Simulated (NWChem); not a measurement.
# C3H4BCl; SMILES C(#C)B(C)Cl

Results from NWChem. Pople sets run with spherical d functions. Medium grid unless said otherwise, to which SCAN and Minnesota functionals are sensitive. All runs use the structure optimised with PBE0/def2-SVP. Total energies of different functionals are on different scales.

```csv
level,energy (Ha),highest occupied level (eV),orbital gap (eV),dipole (D)
B3LYP/6-31G*,-601.7610,-7.71,5.92,1.86
PBE/6-31G*,-601.3476,-6.73,4.19,1.80
LRC-wPBEh/6-31G*,-601.4372,(withheld),(withheld),1.91
PW91/6-31G*,-601.6550,-6.76,4.19,1.80
Hartree-Fock/6-31G*,-600.0941,-10.86,12.93,2.10
revPBE/6-31G*,-601.6159,-6.68,4.22,1.79
"LDA (Slater exchange, VWN5)/6-31G*",-598.8678,-6.86,4.13,1.83
M05-2X/6-31G*,-601.7084,-9.41,8.77,1.93
HCTH/407/6-31G*,-601.7968,-6.91,4.33,1.82
MPW1K/6-31G*,-601.7231,-8.99,7.92,1.97
SCAN/6-31G*,-601.7103,-7.06,4.65,1.91
```

Question: Complete the blanks.

Answer: 
- LRC-wPBEh/6-31G*, highest occupied level (eV): -9.94
- LRC-wPBEh/6-31G*, orbital gap (eV): 9.93
